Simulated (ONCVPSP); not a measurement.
**tin, ONCV: configuration errors across variants**

```
Element                 : Sn (Z = 50)
Generator               : ONCVPSP 4.0.1
Type                    : optimised norm-conserving Vanderbilt (ONCV)
Functional              : LDA (Perdew-Wang 92)
Relativity              : scalar-relativistic
Frozen core             : [Ar] 3d10
Valence charge          : 22
Reference configuration : 4s2 4p6 4d10 5s2 5p2
Partial waves           : 4s+5s: rc 1.55 bohr, ncon 4, nbas 7, qcut 6.1 1/bohr, 2 projectors; 4p+5p: rc 1.35 bohr, ncon 4, nbas 9, qcut 12 1/bohr, 2 projectors; 4d: rc 1.45 bohr, ncon 4, nbas 9, qcut 10 1/bohr, 2 projectors, debl 2.2 Ha
Local potential         : polynomial inside 0.90 bohr (lpopt 5, dvloc0 0 Ha)
Core correction         : none
```

All-electron excitation energies from the reference (eV): (1) 4s2 4p6 4d10 5s2 5p1 7.092; (2) 4s2 4p6 4d10 5s2 5p0 21.350; (3) 4s2 4p6 4d10 5s1 5p0 52.797; (4) 4s2 4p5 4d10 5s2 5p2 97.399.

1 further variants failed, have other tests or too few solved ones, and are left out.

A true bound ghost makes a file unfit for plane-wave use even where its test errors are small: the radial tests pick states by their node count and pass the ghost by.

Errors AE − PS in meV (a dash: test not solved or not reliable):

| change | (1) | (2) | (3) | (4) | bound ghosts | GHOST(+) flags above zero |
| --- | --- | --- | --- | --- | --- | --- |
| base | -1.3 | -4.2 | -13 | -90 | none | s |
| s: qcut 4; p: qcut 7.9; d: qcut 6.6 | -1.3 | -4.3 | -15 | -189 | none | s, d |
| s: qcut 5.4; p: qcut 10.7; d: qcut 8.9 | -1.3 | -4.1 | -13 | -110 | none | s |
| s: qcut 6.5; p: qcut 12.9; d: qcut 10.7 | -1.3 | -4.2 | -12 | -79 | none | s |
| s: qcut 7.2; p: qcut 14.1; d: qcut 11.7 | -1.3 | -4.2 | -12 | -68 | none | s |
| s: qcut 8.8; p: qcut 17.3; d: qcut 14.4 | -1.3 | -4.2 | -13 | -294 | p | s |

**Question.** Give the same row for: s: qcut 4.9; p: qcut 9.7; d: qcut 8.1.

**Answer.** -1.3, -4.2, -14, -133; bound ghosts: none; GHOST(+) flags above zero: s.
